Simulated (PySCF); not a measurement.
## Deprotonation sites of allyl bromide

Parent: allyl bromide, `C=CCBr` (C3H5Br). Non-hydrogen atoms are numbered in `[CH2:1]=[CH:2][CH2:3][Br:4]`.

These are calculated values, r2SCAN/ma-def2-SVP in PySCF (grid level 3) at geometries from PBE0-D3(BJ)/ma-def2-SVP. Thermal corrections: PBE0-D3(BJ)/ma-def2-SVP frequencies, unscaled, ideal gas at 298.15 K and 1 bar, quasi-RRHO entropy.

| site | product | ΔH(acid) / kJ/mol | ΔG(acid) / kJ/mol |
| --- | --- | --- | --- |
| C3 (allylic carbon) | `C=C[CH-]Br` | 1561 | 1528 |

ΔH and ΔG refer to AH → A⁻ + H⁺ in the gas phase. Sites whose products fell apart, merged with another or lost in a GFN2-xTB screen aren't listed.

Measured values (NIST Chemistry WebBook, evaluated or the median of agreeing entries): deprotonation enthalpy (ΔH) 1570 kJ/mol (computed 1561, difference -9); gas-phase acidity (ΔG) 1540 kJ/mol (computed 1528, difference -12).

Known limits: ma-def2-SVP is a small basis, whose errors can reach tens of kJ/mol; atoms from Ga to Kr are treated without relativity; C1, C2 are not listed: the run failed or kept an imaginary mode, or the ion rearranged or equalled another.

Hardware: 1 thread of AMD EPYC 7R43 64-Core, shared with other jobs. Command: `OMP_NUM_THREADS=1 python redox_run.py task.json out`. The single points of this level: 25 s.
